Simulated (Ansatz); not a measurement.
A nudged elastic band was laid between two geometries of C₃H₅ClSi (10 atoms, charge 0, multiplicity 1).

Method: RKS PBE0-D4/def2-SVP (Ansatz 0.2.0).

```yaml
movable_images: 7
climbing_image: yes
spring: 5.0 eV/Å²
optimiser: lbfgs
start_path: through a guess of the saddle point
force_threshold: 0.05 eV/Å
iteration_limit: 60
end_points: relaxed
```

Image 0:

```xyz
10
Properties=species:S:1:pos:R:3
C -0.912 1.992 -0.486
C -0.383 0.801 -0.581
C 0.151 -0.395 -0.624
Si 0.666 -1.374 0.894
Cl 0.438 -1.197 -2.159
H -0.287 2.892 -0.487
H -1.997 2.127 -0.407
H -0.072 -2.671 0.916
H 0.347 -0.575 2.112
H 2.131 -1.652 0.826
```

Image 8:

```xyz
10
Properties=species:S:1:pos:R:3
C -1.185 1.827 -0.544
C -0.349 0.822 -0.573
C 0.472 -0.198 -0.555
Si 0.646 -1.388 0.890
Cl 1.506 -0.546 -1.929
H -0.878 2.809 -0.168
H -2.215 1.718 -0.901
H -0.278 -0.959 1.979
H 2.059 -1.371 1.371
H 0.305 -2.767 0.433
```

Q: What changes between the two ends?

A: No bond is made or broken. The dihedral Cl5–C3–Si4–H9 goes from -179 to 59°. The two ends are copies of one structure, up to a mirror image or an exchange of like atoms.

Q: Give the energies along the band, and the barrier.

A: It did not converge within its limit. The highest image is number 6 of 0 to 8, 7.7 kJ/mol above the ends, which have the same energy within 2 meV. The band didn't meet its force threshold, so its energies are provisional: the largest band force was still 0.40 eV/Å, and over the last iterations the top moved between 0.08 and 0.40 eV.

```
image  path coordinate (Å)  energy (kJ/mol)  dihedral Cl5–C3–Si4–H9 (°)
    0                 0.00              0.0                        -179
    1                 1.17              4.7                        -147
    2                 2.35              7.5                        -111
    3                 3.45              2.2                         -79
    4                 4.55              1.7                         -49
    5                 5.62              5.5                         -22
    6                 6.54              7.7                           6
    7                 7.58              3.1                          36
    8                 8.50              0.0                          59
```

Time of the run: 6 min on 2 threads of AMD EPYC 9R45 96-Core Processor (Zen 5), on a shared host, peak memory 0.27 GiB.
